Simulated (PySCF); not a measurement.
C₅H₈O, triplet, geometry from GFN2-xTB (a higher spin typed on purpose: for a closed-shell molecule this is an excited state). Base run: B3LYP/STO-3G (PySCF).

PySCF was given this input:
```python
from pyscf import gto, scf, dft

mol = gto.M(
    atom='''
O     0.863189    1.826044   -0.658817
C     0.394161    0.884222    0.069748
C     1.135481   -0.479910    0.114715
C     0.055620   -1.542524   -0.049711
C    -1.189062   -0.886295    0.537486
C    -1.111390    0.536018    0.004577
H     1.910358   -0.514339   -0.652910
H     1.614324   -0.538693    1.096959
H     0.327645   -2.471410    0.453209
H    -0.102845   -1.755736   -1.107763
H    -1.133346   -0.881928    1.626708
H    -2.113489   -1.378749    0.235734
H    -1.449733    0.597031   -1.036691
H    -1.667289    1.266410    0.594403
''',
    basis='sto-3g',
    charge=0,
    spin=2,
    verbose=4,
)

mf = dft.UKS(mol)
mf.xc = 'b3lyp'
mf.kernel()
mf.analyze()
```

The base run was repeated with changes; each row names its change, and settings that it needs were set with it.

| change | ΔE vs base (mEh) | fitting functions | dipole (D) |
|---|---|---|---|
| base | 0.000 | - | 1.19 |
| auxbasis = default (with mf = mf.density_fit()) | -1.717 | 596 | 1.19 |
| auxbasis = cc-pvdz-jkfit | -0.349 | 604 | 1.19 |
| auxbasis = autoaux | -6.931 | 452 | 1.19 |
| auxbasis = def2-universal-jfit | -1.927 | 382 | 1.19 |
| auxbasis = cc-pvtz-jkfit | -0.250 | 714 | 1.19 |
| auxbasis = def2-tzvp-ri | -1.487 | 576 | 1.19 |
| auxbasis = def2-svp-ri | -15.846 | 400 | 1.19 |
| auxbasis = cc-pvqz-jkfit | -0.159 | 1044 | 1.19 |
| auxbasis = def2-universal-jkfit | -1.717 | 596 | 1.19 |

A fitting set is made for a task (jfit for Coulomb, jkfit for Coulomb and exchange, ri for correlation) and for a family of orbital bases.

Open shells are given as the SCF converged; they aren't shown to be the lowest states, and a large step between rows can be another state.
